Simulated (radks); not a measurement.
The caesium ion Cs28+, 27 electrons, occupied as [Ar] 3d9.

Method: non-relativistic Kohn-Sham, LDA (Slater exchange, Perdew-Wang correlation), spin-unpolarised, spherical densities, point nucleus; relativity is left out, which matters for an element this heavy; computed with a radial shooting solver on a logarithmic mesh with Libxc functionals.

Energy parts (eV):
| part | energy |
|---|---|
| total | -194063.11 |
| kinetic | 193997.26 |
| electron-nucleus | -431101.27 |
| Hartree | 47023.12 |
| exchange-correlation | -3982.23 |

Orbitals (lengths in bohr, moments of r in powers of bohr; r(max) is where P^2 peaks):
orbital  occ.  eigenvalue (eV)      <r^4>      <r>   r(max)  <1/r>
1s          2        -35212.23  2.638e-06  0.02764  0.01832  54.43
2s          2        -6210.768  0.0004568   0.1184   0.1009  12.56
2p          6        -5918.111  0.0002948   0.1007  0.07870  12.57
3s          2        -1991.654    0.01669   0.3054   0.2821  4.738
3p          6        -1868.557    0.01539   0.2941   0.2680  4.678
3d          9        -1644.016    0.01124   0.2623   0.2151  4.566

The highest occupied level is 3d at -1644.0 eV. The electron density at the nucleus is 1.171e+05 e/bohr^3. Summed over all electrons, <r^2> = 1.643 bohr^2, which gives a Langevin (diamagnetic) susceptibility term of -1.3 x 10^-6 cm^3/mol. For comparison, the ionisation energy in NIST's Atomic Spectra Database is 1672 eV (theoretical). In exact Kohn-Sham theory the highest level is minus the ionisation energy, but local and semilocal functionals leave it too shallow, through self-interaction and a potential that decays too fast; potentials with the right tail come closer.

Beside tabulated values, note that spin-unpolarised runs miss the spin-polarisation part of the exchange energy of open shells.
